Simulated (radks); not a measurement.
All-electron atom: O V in [He] 2s2. Calculated with a radial shooting solver on a logarithmic mesh with Libxc functionals: non-relativistic Kohn-Sham, PBE, spin-polarised, spherical densities, point nucleus. Some entries of the table are withheld. Estimate them.

| orbital | occ. | eigenvalue (eV) | <r> (bohr) |
|---|---|---|---|
| 1s | 2 | -620.0143 | (1) |
| 2s | 2 | -102.6350 | 0.9317 |
| 2p | 0 | -89.2471 | (2) |

Answer. 
(1) 1s <r> (bohr): 0.1989
(2) 2p <r> (bohr): 0.8536
